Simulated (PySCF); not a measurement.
## Potential energy of CaH along the bond

Set-up: basis Ca aug-pcseg-1, H aug-pcseg-1; no relativity; PySCF 2.14. Energies in eV from Ca + H in their ground configurations at the same level. State: ²Σ⁺ (doublet), unpaired electrons σ ↑.

All columns are revPBE. A positive dipole means Ca(−)H(+).

```csv
R (Å),E (eV),μ (D),Mulliken charge on Ca (basis-dependent),HOMO (eV),LUMO (eV),Mayer bond order,⟨S²⟩
1.710,-1.699,-1.69,0.41,-3.19,-2.40,0.85,0.75
1.789,-1.861,-1.88,0.42,-3.25,-2.45,0.90,0.75
1.869,-1.955,-2.08,0.41,-3.31,-2.50,0.95,0.75
1.928,-1.989,-2.24,0.40,-3.35,-2.54,0.97,0.75
1.988,-2.000,-2.40,0.39,-3.39,-2.58,0.99,0.75
2.048,-1.990,-2.57,0.38,-3.43,-2.62,1.00,0.75
2.127,-1.951,-2.79,0.37,-3.48,-2.67,1.01,0.75
2.227,-1.872,-3.06,0.37,-3.54,-2.73,0.99,0.75
2.346,-1.746,-3.39,0.39,-3.61,-2.80,0.97,0.75
2.505,-1.547,-3.80,0.41,-3.70,-2.89,0.93,0.75
```

A fit through these points gives, at Re = 1.986 Å, μ = -2.40 D and dμ/dR = -2.73 D/Å; the reduced mass is 0.983 u.

**Question.** How strong is the fundamental in the double-harmonic approximation, I = 42.26·(dμ/dR)²/μred km/mol?

**Answer.** I = 42.26·(-2.73)²/0.983 = 320 km/mol at revPBE.

The state is the lowest determinant that a PBE0 search found; another state may lie lower at other levels.
